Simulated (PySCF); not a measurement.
# Bromine: highly charged ions in a basis for the neutral atom

Br¹⁸⁺ [Ne] 3s2 3p5, Br¹⁹⁺ [Ne] 3s2 3p4. Calculation: PySCF 2.14, in def2-SVP; the non-relativistic Hamiltonian (point nucleus). No spin-orbit coupling, so a gap to NIST mixes the basis error with missing relativistic terms.

Changed run: basis of the neutral atom used for a highly charged ion. This setting is unsound on purpose.

| species | method | sound run (hartree) | changed run (hartree) | converged |
| --- | --- | --- | --- | --- |
| Br¹⁸⁺ | UHF | not run | -2391.99571 | yes |
| Br¹⁸⁺ | PBE | not run | -2392.38598 | yes |
| Br¹⁸⁺ | r2SCAN | not run | -2392.73606 | yes |
| Br¹⁹⁺ | UHF | not run | -2364.03465 | yes |
| Br¹⁹⁺ | PBE | not run | -2364.35435 | yes |
| Br¹⁹⁺ | r2SCAN | not run | -2364.69736 | yes |

Ionisation energy of Br¹⁸⁺:

```json
{"method": "UHF", "changed run (eV)": "760.86", "NIST (eV)": "761 ± 0.8"}
{"method": "PBE", "changed run (eV)": "762.78", "NIST (eV)": "761 ± 0.8"}
{"method": "r2SCAN", "changed run (eV)": "762.97", "NIST (eV)": "761 ± 0.8"}
```

The contracted functions were made for the neutral atom and can be too rigid for a highly charged ion.
